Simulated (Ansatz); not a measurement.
Reaction (ligand exchange at the Sb–N bond): `C=C=[N][SbH2]` + `C=NCO` → `C=NC[O][SbH2]` + `C=C=N`

Calculated with Ansatz (gas phase, PBE0-D4/def2-TZVP geometries, no zero-point term in ΔE). CBS: MP2 limit from def2 TZ/QZ plus the TZ coupled-cluster correction, frozen cores. This one scheme is used for every species. Functionals use def2-TZVPP. Elements past krypton have def2 core potentials. For Sb outer-core shells are correlated without core-valence functions, which leaves a few kJ/mol of doubt a bond. One conformer a species, not always the lowest.

**Question.** Is it downhill or uphill in electronic energy at CCSD(T)/CBS, and by how much? (Best estimate.)

**Answer.** Ansatz gave: Nearly level: ΔE = +2.9 kJ/mol.

**Question.** What do these levels give: PBE-D4, PBE0-D4, B2PLYP, SCS-MP2/def2-TZVPP, CCSD/def2-TZVPP, CCSD(T)/def2-TZVPP? (An estimate is asked.)

**Answer.** Computed: PBE-D4 2.7, PBE0-D4 6.6, B2PLYP 8.4, SCS-MP2/def2-TZVPP 11.1, CCSD/def2-TZVPP 8.2, CCSD(T)/def2-TZVPP 7.1 kJ/mol.

Largest T1 diagnostic among the species: 0.015.

In def2-TZVPP, CCSD(T) changes the Hartree–Fock value by −9.2 kJ/mol (the triples alone add −1.1 kJ/mol) and MP2 by −3.9 kJ/mol. From PBE to PBE0 (25 % exact exchange), in def2-TZVPP and without D4, ΔE moves by +3.5 kJ/mol.
